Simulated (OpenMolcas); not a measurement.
neutral osmium: from CASSCF to CASPT2

```yaml
Program: OpenMolcas 26.06
Basis: ANO-RCC-VTZP [8s7p5d3f2g1h]
Scalar_Hamiltonian: DKH2, point nucleus
Active_space: 8 electrons in 6 orbitals (5d 6s)
State_averaging: 2S+1 = 5 even, 15 roots; 2S+1 = 3 even, 45 roots (38 in the spin-orbit step); 2S+1 = 1 even, 14 roots
Spin-orbit_coupling: RASSI with atomic mean-field integrals over the reference wave functions, term energies averaged over their components
```

Methods on the same reference wave functions:
A. CASSCF
B. SS-CASPT2, IPEA 0.25 Eh, imaginary shift 0.1 Eh (closed shells correlated: 5s 5p)
C. MS-CASPT2, IPEA 0.25 Eh, imaginary shift 0.1 Eh (closed shells correlated: 5s 5p)

Energies in cm⁻¹ above 5d⁶ 6s² ⁵D₄, the measured ground level; measured values from NIST Handbook of Basic Atomic Spectroscopic Data.

```tsv
Level	A	B	C	Measured
5d⁶ 6s² ⁵D₄	0.0	0.0	0.0	0.0
5d⁷ 6s ⁵F₅	1307	7060	7060	5144
5d⁶ 6s² ⁵D₃	3743	3600	3600	4159
5d⁷ 6s ⁵F₄	5378	10990	10990	8743
5d⁶ 6s² ⁵D₁ [75 %]	5673	5850	5850	5766
5d⁶ 6s² ⁵D₀	6922	6930	6930	6093
5d⁷ 6s ⁵F₃	8279	13860	13860	11378
5d⁷ 6s ⁵F₂ [64 %]	10410	15940	15930	12774
5d⁷ 6s ⁵F₁ [63 %]	11216	16040	16050	13020
5d⁶ 6s² ³F₄ [61 %]	12773	15020	15020
```

Deviations, from unrounded energies. A percentage is the sum of absolute deviations over the sum of measured energies, with the sign that they share, or ± where signs differ.

```csv
Against measurement,Levels,A,B,C
mean absolute deviation (cm-1),8,2000,1800,1800
fine structure of the ground term (%),3,±8.4,±9.3,±9.3
other configurations (%),5,-28.3,+25.1,+25.1
```

B, C lie about equally close to measurement and A furthest from it. The largest miss of C in the table is 5d⁷ 6s ⁵F₂ [64 %], by +3200 cm-1. The ranking rests on the paired levels alone, and a cruder setting can come out closer through cancelling errors.

Between B and C the level of the table that moves most is 5d⁷ 6s ⁵F₂ [64 %], by 12 cm-1 (lowest in C, highest in B). Moves below CASPT2's spread within the term are not significant.

The two smallest mean deviations differ by little beside CASPT2's spread within terms, so their order carries little weight.

The lowest spin-free term lies below A's lowest term by 0.484 hartree in B, 0.484 hartree in C.

Term energies are means over components that CASPT2 splits; among the terms shown or strongly mixed into the levels shown the widest spread is 950 cm-1 (5d⁷ 6s ⁵F, C). Some high roots are left out of the spin-orbit mixing, which shifts the levels that they would mix with. Configurations are named by rounded mean occupations; where the s occupation lies near a half they are strongly mixed, a name can repeat and a true partner stay unpaired. A single d shell beside an s shell can misplace configurations of different d count against each other. Without dynamic correlation excited terms often stand tens of per cent too high (terms of higher spin than the ground term too low), and those without a measured partner can miss by more than the paired ones (holds for A). Some levels mix across a computed gap that differs much from the measured one, so their mixing is not that of the real levels (holds for B; C). Measured partners are found by configuration, term and J. A level has none where our copy of the source lacks it or the pairing is in doubt (some pairs that miss far off the trend of their configuration count as doubtful), and it then counts in no deviation. Only configurations of the active space appear. Levels that lie high or do not pair safely by name in every column are left out.

A share in square brackets marks a mixed level and gives the weight of the term that names it, the lowest over the columns.
